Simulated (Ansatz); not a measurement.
# Calibrating HF/def2-TZVPP on molecular compounds of Mg

The vertical ionisation energy (cation less neutral) in eV of 7 molecular compounds of Mg: x at HF/def2-TZVPP, y at CCSD(T)/def2-TZVPP. Shapes, held fixed at every level: PBE0-D4/def2-TZVP. Programs: Ansatz 0.2.0.

| molecule | x (eV) | y (eV) |
| --- | --- | --- |
| Mg(NH2)2 | 7.21 | 8.71 |
| CH5MgNO (SMILES C[O][Mg][NH2]) | 7.33 | 8.82 |
| Mg(NH2)(SH) | 7.47 | 8.95 |
| CH4MgO (SMILES C[O][MgH]) | 8.27 | ? |
| MgH(SH) | 8.34 | 9.42 |
| Mg(OH)F | 9.55 | 11.23 |
| MgClF (SMILES [F][Mg][Cl]) | 10.73 | 11.74 |

Task: Fit y = c + s·x to the known rows and predict y for CH4MgO.

Result: 
1. Means of the 6 rows: x = 8.4383, y = 9.812.
2. Σ(Δx)² = 10.172, Σ(Δx·Δy) = 9.321, so the slope is 9.321/10.172 = 0.91634.
3. Intercept: 9.812 − (0.91634) × 8.4383 = 2.080. The largest residual of the fit is 0.40.
4. CH4MgO: 2.080 + 0.91634 × 8.27 = 9.66 eV.

CCSD(T)/def2-TZVPP gives 9.67 eV, so the prediction is off by -0.01 eV, within the largest residual. Uncorrected, HF/def2-TZVPP misses it by -1.40 eV, and the other rows by 1.37 on average. The line removes about 100 % of this miss. Left out in turn, the other rows are missed by 0.26 eV on average, so much of the error is systematic among these molecules. Cations run unrestricted. Outer-core shells of Mg are correlated, in sets that cover them unevenly.
